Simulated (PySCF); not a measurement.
C2H4Br (doublet state).
Bonds: C1–C2, C2–Br3. Hydrogens: H4, H5 on C1; H6, H7 on C2.

Computed by this run: PBE0-D3(BJ)/def2-SVP geometry optimisation, gas phase in PySCF 2.14.0; unrestricted, density fitting, grid level 1; the optimiser is geomeTRIC in internal coordinates, started from a GFN2-xTB structure with every atom displaced at random (about 0.01 Å).

Step 18: E = -72163.2926 eV
```
atom  x, y, z in Å  |  force x, y, z in eV/Å
C1     -0.8734   -0.2049    0.0159   -0.369  -0.443  -0.038
C2      0.4546    0.3267    0.1704    0.028   0.139  -0.077
Br3     1.7743   -0.7648   -0.9344   -0.127   0.190   0.116
H4     -1.2205   -1.0595    0.6046    0.044   0.051   0.023
H5     -1.4595    0.0630   -0.8648   -0.070   0.039  -0.023
H6      0.5046    1.3451   -0.2308    0.399   0.014  -0.021
H7      0.8549    0.2652    1.1867    0.094   0.011   0.021
```

Step 19: E = -72163.3093 eV
```
atom  x, y, z in Å  |  force x, y, z in eV/Å
C1     -0.8815   -0.2089    0.0127   -0.180  -0.196  -0.090
C2      0.4481    0.3346    0.1663    0.059   0.015   0.018
Br3     1.7659   -0.7593   -0.9324   -0.091   0.137   0.091
H4     -1.2114   -1.0651    0.6077    0.031   0.042   0.023
H5     -1.4755    0.0504   -0.8664   -0.043   0.031   0.001
H6      0.5450    1.3538   -0.2249    0.149  -0.021  -0.050
H7      0.8444    0.2654    1.1847    0.076  -0.008   0.007
```

**Question.** Estimate the geometry and energy of step 20. (The exact step hangs on the optimiser's Hessian estimate; all steps are aligned on step 19, rigid shifts and turns removed.)

**Answer.** E = -72163.3144 eV, largest force 0.107 eV/Å
```
atom  x, y, z in Å  |  force x, y, z in eV/Å
C1     -0.8875   -0.2137    0.0088   -0.044  -0.060  -0.077
C2      0.4470    0.3322    0.1629    0.037   0.019   0.054
Br3     1.7681   -0.7430   -0.9259   -0.019   0.013   0.016
H4     -1.2130   -1.0647    0.6122    0.017   0.022   0.020
H5     -1.4896    0.0481   -0.8646   -0.014   0.022   0.010
H6      0.5673    1.3492   -0.2285   -0.001  -0.011  -0.014
H7      0.8427    0.2628    1.1828    0.023  -0.005  -0.008
```

The energy changes by -0.0051 eV. The first-order estimate −F·Δx gives -0.0089 eV and the mean of the old and new forces, exact on a quadratic surface, -0.0050 eV. The step makes an angle of 49° with the force vector and moves no atom by more than 0.023 Å.

What follows is the cost of the whole optimisation. Hardware: an Arm Neoverse N1 with one thread, no GPU (shared host). Cost: 2.1 min, 0.35 GiB resident at most.
